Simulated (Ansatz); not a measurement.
`C=[C]([GeH3])[SeH]` and `C=[C]([AlH2])[GeH3]` differ in one atom or group.

Ansatz, PBE0-D4/def2-TZVP geometries, multiplicity 1. Each molecule was computed in one conformer, which needn't be the lowest.

Scalar relativity is left out up to krypton.

| property | `C=[C]([GeH3])[SeH]` |
| --- | --- |
| LUMO energy (PBE0/def2-TZVPP) / eV | -0.51 |
| LUMO energy (PBE/def2-TZVPP) / eV | -1.45 |
| LUMO energy (B3LYP/def2-TZVPP) / eV | -0.72 |
| size of the dipole moment (B3LYP/def2-TZVPP) / D | 0.67 |
| size of the dipole moment (ωB97M-V/def2-TZVPP) / D | 0.75 |
| size of the dipole moment (PBE/def2-TZVPP) / D | 0.60 |

Question: What does the change do to each property? (An estimate is asked.)

Answer: Computed: 
```tsv
property	`C=[C]([AlH2])[GeH3]`	shift
LUMO energy (PBE0/def2-TZVPP) / eV	-1.79	-1.28
LUMO energy (PBE/def2-TZVPP) / eV	-2.63	-1.18
LUMO energy (B3LYP/def2-TZVPP) / eV	-2.00	-1.28
size of the dipole moment (B3LYP/def2-TZVPP) / D	0.78	0.11
size of the dipole moment (ωB97M-V/def2-TZVPP) / D	0.77	0.02
size of the dipole moment (PBE/def2-TZVPP) / D	0.79	0.19
```

With PBE0 the HOMO falls by 1.10 eV and the LUMO falls by 1.28 eV, so the gap narrows by about 0.18 eV. PBE moves the HOMO by -0.98 eV and ωB97M-V by -1.13 eV. Dipoles are sizes alone; their direction can turn.

B3LYP here is the variant with VWN-RPA as its local correlation; programs differ in this.

Spin–orbit coupling is left out; it splits and shifts lone-pair levels of the heavy atoms by tenths of an eV.
